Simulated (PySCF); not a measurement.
Molfile (atoms numbered from 1):
```
C2H8O3Si2
     RDKit          3D

 15 15  0  0  0  0  0  0  0  0999 V2000
    2.5057   -0.2078   -0.5477 Si  0  0  0  0  0  4  0  0  0  0  0  0
    1.3087    0.2832   -1.5950 O   0  0  0  0  0  0  0  0  0  0  0  0
   -0.2997    0.5322   -1.7640 Si  0  0  0  0  0  4  0  0  0  0  0  0
   -1.2505   -0.7544   -1.2847 O   0  0  0  0  0  0  0  0  0  0  0  0
   -1.8552   -0.4539   -0.0405 C   0  0  0  0  0  0  0  0  0  0  0  0
   -1.9802    1.0736    0.0446 C   0  0  0  0  0  0  0  0  0  0  0  0
   -0.8699    1.6244   -0.6372 O   0  0  0  0  0  0  0  0  0  0  0  0
    2.2729   -1.6243   -0.1381 H   0  0  0  0  0  0  0  0  0  0  0  0
    2.5172    0.6596    0.6669 H   0  0  0  0  0  0  0  0  0  0  0  0
    3.8108   -0.0977   -1.2557 H   0  0  0  0  0  0  0  0  0  0  0  0
   -0.5329    0.8982   -3.1719 H   0  0  0  0  0  0  0  0  0  0  0  0
   -2.8370   -0.9484    0.0236 H   0  0  0  0  0  0  0  0  0  0  0  0
   -1.2274   -0.8397    0.7849 H   0  0  0  0  0  0  0  0  0  0  0  0
   -2.9183    1.4148   -0.4315 H   0  0  0  0  0  0  0  0  0  0  0  0
   -1.9854    1.4232    1.0891 H   0  0  0  0  0  0  0  0  0  0  0  0
  1  2  1  0
  2  3  1  0
  3  4  1  0
  4  5  1  0
  5  6  1  0
  6  7  1  0
  7  3  1  0
  1  8  1  0
  1  9  1  0
  1 10  1  0
  3 11  1  0
  5 12  1  0
  5 13  1  0
  6 14  1  0
  6 15  1  0
M  END
```

Geometry: PBE0-D3(BJ)/def2-SVP; GIAO absolute shieldings from PySCF 2.14, gas phase, non-relativistic, averaged over equivalent atoms.

At B97-2/pcSseg-1 (173 basis functions, 12 s wall time on 1 thread of an AMD EPYC 9B45, shared host):
| atoms | σ (ppm) |
| --- | --- |
| Si3 | 396.6 |
| Si1 | 398.0 |
| O4/O7 | 275.7 |
| O2 | 281.0 |
| C5/C6 | 117.4 |
| H8/H9/H10 | 26.44 |
| H11 | 26.97 |
| H13/H15 | 27.42 |
| H12/H14 | 27.50 |

Question: Estimate the result of repeating the calculation with PBE0/pcSseg-1.

Answer: 
```
    atoms  σ at PBE0/pcSseg-1  change
      Si3               387.6    -9.0
      Si1               391.0    -7.0
    O4/O7               275.4    -0.3
       O2               279.4    -1.6
    C5/C6               117.8    +0.4
H8/H9/H10               26.22   -0.22
      H11               26.77   -0.20
  H13/H15               27.30   -0.12
  H12/H14               27.38   -0.12
```

The largest change is at Si3 (silicon bonded to 3 O, H, in a 5-membered ring). Cost: 173 basis functions, 13 s wall time on 1 thread of an AMD EPYC 9B45, shared host.
